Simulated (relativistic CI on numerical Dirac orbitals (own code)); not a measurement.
How the errors of a small relativistic CI change along the 27-electron sequence

Levels calculated with a relativistic CI code on KLI orbitals, against measured ones, in five cumulative steps: (1) Dirac-Coulomb, each configuration alone; (2) with Breit and QED terms; (3) with configuration mixing; (4) with scaled Slater integrals; (5) with a P86 correlation estimate. Each ion has its own short list of configurations; levels above 2,000 cm⁻¹ that pair in every step are counted, and ions without enough such levels are left out. The scale is 0.85 up to charge 4 and 0.9 beyond; P86 is a density functional added for each configuration.

Median relative error (%):

| Ion | Ground | Levels | (1) | (2) | (3) | (4) | (5) |
| --- | --- | --- | --- | --- | --- | --- | --- |
| Co | 3d7 4s2 | 21 | 33.0 | 33.1 | 32.8 | 13.6 | 13.6 |
| Ni⁺ | 3d9 | 15 | 52.8 | 52.0 | 48.7 | 51.8 | 35.5 |
| Cu²⁺ | 3d9 | 60 | 10.5 | 10.3 | 10.4 | 9.8 | 5.6 |
| Zn³⁺ | 3d9 | 54 | 4.8 | 4.7 | 4.7 | 5.3 | 1.9 |
| Ga⁴⁺ | 3s2 3d9 | 53 | 2.8 | 2.7 | 2.7 | 3.1 | 0.5 |
| Ge⁵⁺ | 3s2 3d9 | 39 | 1.8 | 1.7 | 1.8 | 2.2 | 0.2 |

Mean absolute error (cm⁻¹):

```csv
Ion,(1),(2),(3),(4),(5)
Co,9029,8979,8205,7198,5640
Ni⁺,13122,13001,12333,12438,8551
Cu²⁺,12558,12421,12560,12510,6546
Zn³⁺,10412,10276,10371,10630,3895
Ga⁴⁺,9352,9180,9244,9147,1624
Ge⁵⁺,8048,7847,8202,8025,808
```

In step (3), fully ab initio, the relative error is 32.8 % for Co and 1.8 % for Ge⁵⁺, while the absolute error goes from 8205 to 8202 cm⁻¹. The relative error falls from the first to the last ion but not steadily, and the ground configuration changes on the way. The sets of levels differ from ion to ion, which blurs the trend. Mixing (step 3) lowers the mean absolute error for 2 of the 6 ions and scaling (step 4) for 4. The P86 step changes the mean absolute error by a factor of 0.8 for the first ion and 0.1 for the last.

Sources of the measured levels: Co, NIST Handbook of Basic Atomic Spectroscopic Data (Sansonetti and Martin, J. Phys. Chem. Ref. Data 34, 1559 (2005)); Ni⁺, NIST Handbook of Basic Atomic Spectroscopic Data (Sansonetti and Martin, J. Phys. Chem. Ref. Data 34, 1559 (2005)); Cu²⁺, Sugar and Musgrove, J. Phys. Chem. Ref. Data 19, 527 (1990); Zn³⁺, Sugar and Musgrove, J. Phys. Chem. Ref. Data 24, 1803 (1995); Ga⁴⁺, Shirai, Reader, Kramida and Sugar, J. Phys. Chem. Ref. Data 36, 509 (2007); Ge⁵⁺, Sugar and Musgrove, J. Phys. Chem. Ref. Data 22, 1213 (1993). Some J values or terms were assigned by a fit.
